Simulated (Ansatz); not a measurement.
Cost and result for the atomization energy of `CBC#N` (8 atoms, 7 bonds).

The species carries charge 0 and has multiplicity 1. Geometry: relaxed with PBE0-D4/def2-TZVP. Program: Ansatz. All runs use 2 threads of a server CPU on a shared host. Times are those of one run each, without the atoms' runs, and a repeat can differ threefold. Electronic energies, without spin–orbit coupling; frozen cores. CCSD(T)/CBS adds CCSD(T) − MP2 in def2-TZVPP to the MP2 limit, and its time is that of the two runs behind it. T1 = 0.013. B3LYP takes the VWN-RPA correlation (the form of Gaussian; ORCA's B3LYP/G). HSE06 is the plane-wave form, built on full-range PBE exchange.

CCSD(T)/CBS is a level of theory with its own doubt, some kJ/mol a heavy atom from the limit and from the frozen cores, so smaller differences don't rank the functionals.

| level | functions | wall time |
| --- | --- | --- |
| LDA (SPW92)/def2-TZVPP | 180 | 1.5 s |
| revPBE-D4/def2-TZVPP | 180 | 2.4 s |
| PBE-D4/def2-TZVPP (with forces) | 180 | 3 s |
| CCSD(T)/def2-SVP | 76 | 3 s |
| HSE06-D4/def2-TZVPP | 180 | 3.8 s |
| CAM-B3LYP-D4/def2-TZVPP | 180 | 3.9 s |
| B3LYP-D4/def2-TZVPP (with forces) | 180 | 4.4 s |
| r2SCANh-D4/def2-TZVPP | 180 | 6 s |
| B2PLYP/def2-TZVPP | 180 | 6.5 s |
| ωB97M-V/def2-TZVPP (with forces) | 180 | 13 s |
| MP2/def2-QZVPP | 348 | 23 s |
| CCSD(T)/def2-TZVPP | 180 | 57 s |
| CCSD(T)/CBS(def2) | – | 79 s |

Problem. What atomization energy does each give, and how far from CCSD(T)/CBS? (An estimate is asked.)

Solution. Computed: 
| level | atomization (kcal/mol) | difference from CCSD(T)/CBS | per bond |
| --- | --- | --- | --- |
| LDA (SPW92)/def2-TZVPP | 913.3 | 114.9 | 16.4 |
| revPBE-D4/def2-TZVPP | 806.2 | 7.8 | 1.1 |
| PBE-D4/def2-TZVPP (with forces) | 826.9 | 28.5 | 4.1 |
| CCSD(T)/def2-SVP | 765.3 | -33.1 | -4.7 |
| HSE06-D4/def2-TZVPP | 808.6 | 10.2 | 1.5 |
| CAM-B3LYP-D4/def2-TZVPP | 808.2 | 9.8 | 1.4 |
| B3LYP-D4/def2-TZVPP (with forces) | 807.3 | 8.9 | 1.3 |
| r2SCANh-D4/def2-TZVPP | 798.0 | -0.4 | -0.1 |
| B2PLYP/def2-TZVPP | 800.6 | 2.2 | 0.3 |
| ωB97M-V/def2-TZVPP (with forces) | 806.6 | 8.2 | 1.2 |
| MP2/def2-QZVPP | 809.7 | 11.3 | 1.6 |
| CCSD(T)/def2-TZVPP | 779.3 | -19.1 | -2.7 |
| CCSD(T)/CBS(def2) | 798.4 | 0.0 | 0.0 |

Leaving LDA and LC-ωPBE aside and taking each functional with its dispersion term where it has one, the values, not all of them listed here, spread over 47.0 kcal/mol, from BHLYP-D4 to PBE-D4. LDA lies +89.0 kcal/mol from PBE without D4, its usual overbinding. From PBE to PBE0 (25 % exact exchange), in def2-TZVPP and without D4, the atomization energy moves by −18.6 kcal/mol: exact exchange takes away binding that semilocal exchange gives to molecules. The D4 term adds +4.1 kcal/mol with B3LYP and +2.1 kcal/mol with PBE0; it sums over pairs of atoms, weighted by their polarisabilities, and B3LYP, whose exchange is more repulsive, gets the larger term.
